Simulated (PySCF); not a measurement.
Isomers of C2H10GeSi, mass 135.976 u with the commonest isotopes. Computed with PBE0-D3(BJ)/def2-SVP geometry optimisation, gas phase (PySCF). One conformer each, none proved a minimum here; rigid rotors.

Question: Order these by rotational constant C, smallest first.
A. GeHMe2(SiH3) (`[H][Ge]([CH3])([CH3])[SiH3]`)
B. `C[C@@H]([SiH3])[GeH3]`
C. `[CH3:1][CH2:2][SiH2:3][GeH3:4]` with C1–C2–Si3–Ge4 -63°

Answer: C (1298 MHz), B (1482 MHz), A (1838 MHz).

Question: Order these by rotational constant B, largest first.
A. `[CH3:1][CH2:2][SiH2:3][GeH3:4]` with C1–C2–Si3–Ge4 -63°
B. `C[C@@H]([SiH3])[GeH3]`
C. GeHMe2(SiH3), `[CH3][GeH]([SiH3])[CH3]`

Answer: C (2397 MHz), B (1897 MHz), A (1512 MHz).

Question: Order these by radius of gyration √(Σ m r²/M), largest first.
A. `C[C@@H]([SiH3])[GeH3]`
B. GeHMe2(SiH3) (`[GeH]([CH3])([CH3])[SiH3]`)
C. `[CH3:1][CH2:2][SiH2:3][GeH3:4]` with C1–C2–Si3–Ge4 -63°

Answer: C (1.725 Å), A (1.613 Å), B (1.482 Å).

```tsv
SMILES	point group	Ia (u·Å²)	Ib (u·Å²)	Ic (u·Å²)	κ	μa (D)	μb (D)	μc (D)
C[C@@H]([SiH3])[GeH3]	C1	100.09	266.37	341.12	-0.77	0.01	0.77	0.41
CC[SiH2][GeH3]	C1	85.79	334.32	389.44	-0.91	0.99	0.24	0.25
[H][Ge]([CH3])([CH3])[SiH3]	near Cs	111.49	210.80	274.97	-0.58	0.96	0.00	0.41
```
